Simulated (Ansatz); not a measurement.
One change: `B[SiH2]N=C` becomes `B[SiH](Br)N=C`.

Ansatz, PBE0-D4/def2-TZVP geometries, multiplicity 1. Each molecule was computed in one conformer, which needn't be the lowest. `B[SiH](Br)N=C` holds a close contact that its SMILES doesn't draw: Br···B 2.40 Å.

Scalar relativity is left out up to krypton. Spin–orbit coupling is left out; it splits and shifts lone-pair levels of the heavy atoms by tenths of an eV.

| property | `B[SiH2]N=C` |
| --- | --- |
| HOMO energy (B3LYP/def2-TZVPP) / eV | -6.92 |
| size of the dipole moment (B3LYP/def2-TZVPP) / D | 1.22 |
| HOMO–LUMO gap (PBE0/def2-TZVPP) / eV | 4.70 |
| LUMO energy (PBE/def2-TZVPP) / eV | -3.47 |
| LUMO energy (B3LYP/def2-TZVPP) / eV | -2.64 |
| size of the dipole moment (PBE/def2-TZVPP) / D | 1.12 |

Problem. What does the change do to each property? (An estimate is asked.)

Solution. Computed: 
| property | `B[SiH](Br)N=C` | shift |
| --- | --- | --- |
| HOMO energy (B3LYP/def2-TZVPP) / eV | -7.49 | -0.57 |
| size of the dipole moment (B3LYP/def2-TZVPP) / D | 2.10 | 0.88 |
| HOMO–LUMO gap (PBE0/def2-TZVPP) / eV | 6.18 | 1.48 |
| LUMO energy (PBE/def2-TZVPP) / eV | -2.59 | 0.88 |
| LUMO energy (B3LYP/def2-TZVPP) / eV | -1.76 | 0.88 |
| size of the dipole moment (PBE/def2-TZVPP) / D | 2.05 | 0.93 |

With PBE0 the HOMO falls by 0.58 eV and the LUMO rises by 0.91 eV, so the gap widens by about 1.49 eV. PBE moves the HOMO by -0.61 eV and ωB97M-V by -0.42 eV. Dipoles are sizes alone; their direction can turn.

B3LYP here is the variant with VWN-RPA as its local correlation; programs differ in this.
